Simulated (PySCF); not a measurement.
C2H2N3, SMILES c1[nH]n[c]n1, multiplicity 2.

Geometry optimised at B3LYP-D3(BJ)/def2-SVP. The isomer is the one that the SMILES or the coordinates give; other isomers of the formula were not compared.

These are r2SCAN/def2-TZVP run with PySCF values and carry that method's errors.

Isolated molecule, no solvent.

| Item | Value |
|---|---|
| total energy | -241.52510 hartree |
| point group | Cs |
| α spin, highest occupied and lowest empty level | -7.05 and -1.20 eV |
| β spin, highest occupied and lowest empty level | -7.07 and -3.23 eV |
| dipole moment | 3.82 D |
| quadrupole, principal values (traceless, Buckingham form, about the centre of nuclear charge) | -5.55, -1.64, 7.20 D·Å |
| mean static polarisability | 38.6 bohr³ (5.72 Å³) |
| polarisability, principal values | 25.3, 44.0, 46.5 bohr³ |
| ⟨S²⟩ | 0.760 (pure state 0.75) |
